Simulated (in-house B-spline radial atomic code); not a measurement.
Ionisation energies along the 20-electron series, configuration 1s2 2s2 2p6 3s2 3p6 3d3/2(2), as differences of self-consistent energies. Dirac energy differences include first-order Breit, QED and recoil terms. NIST's values go from ground level to ground level; the uncertainty of those that are theory runs from under 0.1 % in few-electron ions to several per cent in heavy many-electron ones. Computed with a B-spline radial code for spherical atoms: Dirac-Hartree-Fock, jj configuration that fills j = l - 1/2 first, finite nuclei.

A number in brackets counts the electrons of a j subshell.

| ion | configuration after | ionisation energy (eV) | IE/(q+1)² (eV) | -ε less Coulomb ΔSCF (eV) | Breit and QED recoil part (eV) | tabulated value (eV) | tabulated kind | computed minus tabulated (eV) |
| --- | --- | --- | --- | --- | --- | --- | --- | --- |
| I33+ | [Ar] 3d3/2(1) | 2089.5 | 1.8076 | 1.9174 | -1.0322 | 2093 | tabulated theory | -3 |
| Xe34+ | [Ar] 3d3/2(1) | 2205.8 | 1.8007 | 1.9231 | -1.1231 | 2209 | tabulated theory | -3 |
| Cs35+ | [Ar] 3d3/2(1) | ? | ? | ? | ? | ? | tabulated theory | ? |
| Ba36+ | [Ar] 3d3/2(1) | 2447.8 | 1.7881 | 1.9342 | -1.3202 | 2452 | tabulated theory | -4 |
| La37+ | [Ar] 3d3/2(1) | 2573.6 | 1.7823 | 1.9395 | -1.4267 | 2577 | tabulated theory | -3 |
| Ce38+ | [Ar] 3d3/2(1) | ? | ? | ? | ? | ? | tabulated theory | ? |
| Pr39+ | [Ar] 3d3/2(1) | 2834.5 | 1.7716 | 1.9498 | -1.6563 | 2838 | tabulated theory | -4 |
| Nd40+ | [Ar] 3d3/2(1) | ? | ? | ? | ? | ? | tabulated theory | ? |
| Pm41+ | [Ar] 3d3/2(1) | 3108.1 | 1.762 | 1.9598 | -1.9091 | 3112 | tabulated theory | -4 |
| Sm42+ | [Ar] 3d3/2(1) | 3249.7 | 1.7575 | 1.9646 | -2.0445 | 3253 | tabulated theory | -3 |

Fill in the row of Cs35+.

ionisation energy (eV): 2325.3; IE/(q+1)² (eV): 1.7942; -ε less Coulomb ΔSCF (eV): 1.9287; Breit and QED recoil part (eV): -1.219; tabulated value (eV): 2329; computed minus tabulated (eV): -4.

Fill in the row of Ce38+.

ionisation energy (eV): 2702.5; IE/(q+1)² (eV): 1.7768; -ε less Coulomb ΔSCF (eV): 1.9447; Breit and QED recoil part (eV): -1.5387; tabulated value (eV): 2706; computed minus tabulated (eV): -4.

Fill in the row of Nd40+.

ionisation energy (eV): 2969.7; IE/(q+1)² (eV): 1.7666; -ε less Coulomb ΔSCF (eV): 1.9548; Breit and QED recoil part (eV): -1.7798; tabulated value (eV): 2974; computed minus tabulated (eV): -4.
